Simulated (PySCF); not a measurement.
F₄Se, SMILES F[Se+](F)(F)F, charge +1, multiplicity 2. Geometry: PBE0-D3(BJ)/def2-SVP.

**Question.** Give the equilibrium geometry at PBE0-D3(BJ)/def2-SVP (PySCF confirms it by a frequency run) as Cartesian coordinates in Å, and its point group. (An estimate is asked for; the answer gives what the named calculation found.)

**Answer.** point group C2v.
```xyz
5

Se     0.0000     0.0000    -0.2051
F      0.0000    -1.7179    -0.4699
F      0.0000     1.7179    -0.4699
F      1.2805     0.0000     0.8573
F     -1.2805     0.0000     0.8573
```
Charge +1, spin multiplicity 2.
